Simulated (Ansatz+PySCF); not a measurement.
Results of a calculation; reference values are marked as such.
Input for Ansatz (development build ahead of 0.2.0):

```yaml
crystal:
  periodic: [false, false, false]
  atoms:
    - { symbol: V, position_ang: [0.0, 0.0, 0.0] }
basis:
  gaussian: { orbitals: def2-SVP }
magnetization:
  initial_magnetization: 3
hamiltonian:
  xc: { name: wB97X }
```

The input is written out in the form of the current development build from the run's settings.

The run gave:

- Converged: yes
- Total energy: -943.75586 hartree
- Spin squared of the determinant: 3.750
- Stability test: minimum among restricted orbitals
- Occupied orbitals by symmetry in an Abelian subgroup (alpha; beta): 5 Ag 2 B1u 1 B2g 2 B2u 1 B3g 2 B3u; 4 Ag 2 B1u 2 B2u 2 B3u
